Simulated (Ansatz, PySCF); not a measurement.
Gas-phase reaction R1 + R2 → P1, each structure at its B3LYP-D3(BJ)/def2-TZVP stationary point, reached from a drawn start (curvature not checked).
R1: H2 (SMILES [H][H]), charge 0, multiplicity 1.
R2: C2H6Si (SMILES C1C[SiH2]1), charge 0, multiplicity 1.
P1, C2H8Si (SMILES CC[SiH3]) (charge 0, multiplicity 1):
```xyz
11

C     -1.305     0.543     0.199
C     -0.302    -0.618     0.186
Si     1.438    -0.106    -0.312
H     -2.301     0.208     0.492
H     -1.000     1.324     0.900
H     -1.390     1.005    -0.787
H     -0.252    -1.084     1.175
H     -0.639    -1.400    -0.500
H      1.431     0.482    -1.676
H      1.963     0.916     0.628
H      2.357    -1.271    -0.305
```

P less R. No zero-point or thermal terms.

Frozen-core correlation throughout.

Codes used: Ansatz (a program for electronic structure); PySCF for the D3/D4 terms. No computed number here is a measurement.

Total energies in hartree:

| structure | PBE/def2-TZVPP | B3LYP-D3(BJ)/def2-TZVPP | CCSD(T)/cc-pV(Q+d)Z |
|---|---|---|---|
| R1 | -1.166122 | -1.180145 | -1.173794 |
| R2 | -369.041794 | -369.345334 | -368.718525 |
| P1 | -370.275258 | -370.599164 | -369.965197 |

**Question.** Work out the reaction energy at each level in eV (1 hartree = 27.21139 eV), and say how far PBE/def2-TZVPP lies from CCSD(T)/cc-pV(Q+d)Z.

**Answer.** 
- PBE/def2-TZVPP: (-370.275258) − (-1.166122) − (-369.041794) = -0.067342 hartree = -1.832 eV
- B3LYP-D3(BJ)/def2-TZVPP: (-370.599164) − (-1.180145) − (-369.345334) = -0.073685 hartree = -2.005 eV
- CCSD(T)/cc-pV(Q+d)Z: (-369.965197) − (-1.173794) − (-368.718525) = -0.072878 hartree = -1.983 eV
PBE/def2-TZVPP less CCSD(T)/cc-pV(Q+d)Z: 0.151 eV. CCSD(T)/cc-pV(Q+d)Z is the level counted from, the highest shown, and no exact or measured value.
